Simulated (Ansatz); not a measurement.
A made-up structure of AlSiH₂ClF (charge -1), closed shell:

| atom | x (Å) | y (Å) | z (Å) |
| --- | --- | --- | --- |
| F1 | 1.0230 | 1.0243 | 2.6195 |
| Al2 | -0.3592 | -0.7793 | -0.0980 |
| Si3 | 0.7013 | 1.0984 | 0.9416 |
| Cl4 | -2.4975 | -1.0356 | -0.4805 |
| H5 | 1.9199 | 0.9486 | 0.0238 |
| H6 | -0.0685 | 2.0619 | 0.0340 |

It is relaxed with PBE-D4/def2-SVPD and then PBE0-D4/def2-TZVPD (Ansatz 0.2.0). Atoms count as bonded within 1.22 times the sum of their covalent radii (H–H: 0.88 Å). The end point is not checked to be a true minimum.

Does its bonding change? (A judgement: the text doesn't fix the answer.)

The calculation gives: No: no bond forms or breaks.

Where it ends: The first stage lowers the energy by 1.43 eV in 18 steps. It ends as AlSiH₂ClF ([F][SiH2][Al][Cl]), total charge -1:
F1  (0.324, 1.256, 2.252)
Al2  (-0.670, -0.605, -0.984)
Si3  (0.593, 1.002, 0.643)
Cl4  (-2.198, -1.467, 0.441)
H5  (2.086, 0.717, 0.604)
H6  (0.583, 2.416, 0.084)
(Å)

Labels in which every atom is bracketed show which atoms are joined, not bond orders.

For scale, one of the runs: PBE0-D4/def2-TZVPD relaxation, 190 basis functions, launched by `ansatz run in.yaml --threads 2 --pin off --events-out ev --progress --plain --max-ram 4352MiB`. Hardware: 2 CPU threads of an Arm Neoverse V2, shared host. Wall time about 59 s.
